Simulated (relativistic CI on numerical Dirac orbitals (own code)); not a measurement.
## What each ingredient does to the levels of Sm58+

Base calculation: Dirac-Coulomb-Breit CI, separate exchange-only KLI orbitals for each configuration, model QED (radiative potential, 1s self-energy scaled to tabulated hydrogen-like ionisation energies), unscaled Slater integrals.

CI space (outside the closed core 1s2): 2s2, 2s.2p, 2p2, 2p.3s, 2p.3p, 2s.3s, 2s.3p, 2s.3d, 2s.4s, 2s.4p, 2s.4d, 2s.4f, 2s.5s, 3s2, 2s.5p, 2s.5d, 2s.5f, 2s.5g, 3s.3p, 3p2. Levels of other configurations are missing.

The lowest level and the first level of each name with at least 55 % of one term (blank where a level has no safe partner in the second run):

```
      Level  Base (eV)  Shift (eV)
   2s2 1S_0       0.00        0.00
2s.2p 3P°_0     128.35      -10.29
2s.2p 3P°_1     156.27      -10.26
   2p2 3P_0     368.66      -16.89
2s.2p 3P°_2     798.04      -10.34
2s.2p 1P°_1     872.51      -10.25
   2p2 3P_1    1003.52      -10.33
   2p2 1D_2    1020.73      -10.01
   2p2 3P_2    1683.52      -10.14
   2p2 1S_0    1739.82      -13.64
 2s.3s 3S_1    7347.95       -9.03
 2s.3s 1S_0    7374.11       -6.66
2s.3p 3P°_0    7409.89      -10.17
2s.3p 3P°_1    7410.73       -9.27
```

At this charge energies of transitions that change n are usually good to better than 1 %, and those within a shell (Δn = 0) to a few per cent.

Q: One thing was changed in a second run, which moved the levels as shown. Which?
A. Breit term removed
B. non-relativistic limit
C. P86 correlation estimate
D. configuration mixing switched off
E. QED terms removed

A: D. Configuration mixing switched off. Without mixing, levels that were pushed by configurations of the same parity and J return to their single-configuration places.

LS names give the leading component of a level, which can be under half, so a name can repeat, a term be missing and a line seem to break the LS rules.
